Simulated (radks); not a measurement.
Results of a calculation; reference values are marked as such.
Q: Valence configurations of Rh3+ (all share [Kr]). Code: a radial shooting solver on a logarithmic mesh with Libxc functionals. Model: scalar-relativistic Kohn-Sham, PBE, spin-polarised, spherical densities, finite nucleus; open shells are filled with parallel spins first (spin-orbit coupling, left out, can overturn this in heavy ions); Fermi nuclear charge, rms radius 4.4945 fm. Order these by energy: 4d5 5p1; 4d3 5s2 5p1; 4d5.5 5s0.5; 4d4 5p2; 4d4 5s1 5p1; 4d3.5 5s1 5p1.5; 4d4 5s2; 4d5 5s1; 4d6; 4d3 5s1 5p2.

A: From the lowest, in eV above it: 4d6 0.000; 4d5.5 5s0.5 3.691; 4d5 5s1 7.562; 4d5 5p1 15.230; 4d4 5s2 23.657; 4d4 5s1 5p1 29.250; 4d4 5p2 37.339; 4d3.5 5s1 5p1.5 41.138; 4d3 5s2 5p1 48.153; 4d3 5s1 5p2 53.733. NIST lists [Kr] 4d6 as the ground configuration; this level of theory agrees among the configurations tried. The energies are those of spherical high-spin densities, not of single terms.
